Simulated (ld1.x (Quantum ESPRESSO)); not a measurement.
## How hard is this hydrogen (H) TM potential?

H, norm-conserving Troullier–Martins (Kleinman–Bylander form), made with ld1.x (Quantum ESPRESSO) 7.5 (BLYP, non-relativistic). Core none, reference 1s1. Waves: 1s (bound): rc 1.20 bohr; 2p channel at 0.2 Ry: rc 1.15 bohr. Local part: all-electron potential smoothed inside 1.00 bohr (lloc = -2). Core correction: none.

The pseudo-atom Hamiltonian at the reference potential is diagonalised in spherical Bessel functions j_l(qr) that vanish at 20 bohr, with q² up to the cutoff. All-electron valence levels (Ry): 1s -0.4800.

How do the lowest levels (Ry) of each channel move with the cutoff, and are there ghosts?

```json
{"cutoff (Ry)": "8", "s #1": "-0.4225", "s #2": "0.0052", "p #1": "0.0223", "p #2": "0.0990", "d #1": "0.0737", "f #1": "0.1183", "f #2": "0.2509", "Σ f·Δε (mRy)": "57.6"}
{"cutoff (Ry)": "12", "s #1": "-0.4483", "s #2": "0.0037", "p #1": "0.0222", "p #2": "0.0989", "d #1": "0.0737", "f #1": "0.1183", "f #2": "0.2509", "Σ f·Δε (mRy)": "31.8"}
{"cutoff (Ry)": "18", "s #1": "-0.4666", "s #2": "0.0027", "p #1": "0.0222", "p #2": "0.0989", "d #1": "0.0737", "f #1": "0.1182", "f #2": "0.2509", "Σ f·Δε (mRy)": "13.4"}
{"cutoff (Ry)": "30", "s #1": "-0.4772", "s #2": "0.0022", "p #1": "0.0222", "p #2": "0.0989", "d #1": "0.0737", "f #1": "0.1182", "f #2": "0.2509", "Σ f·Δε (mRy)": "2.8"}
{"cutoff (Ry)": "40", "s #1": "-0.4796", "s #2": "0.0021", "p #1": "0.0222", "p #2": "0.0989", "d #1": "0.0737", "f #1": "0.1182", "f #2": "0.2509", "Σ f·Δε (mRy)": "0.5"}
{"cutoff (Ry)": "50", "s #1": "-0.4799", "s #2": "0.0021", "p #1": "0.0222", "p #2": "0.0989", "d #1": "0.0737", "f #1": "0.1182", "f #2": "0.2509", "Σ f·Δε (mRy)": "0.2"}
{"cutoff (Ry)": "400", "s #1": "-0.4800", "s #2": "0.0020", "p #1": "0.0222", "p #2": "0.0989", "d #1": "0.0737", "f #1": "0.1182", "f #2": "0.2509", "Σ f·Δε (mRy)": "0.0"}
```

Result: no extra level below or beside the all-electron valence levels (s, p, d, f tested); 10 mRy is reached at 21 Ry and 1 mRy at 40 Ry.
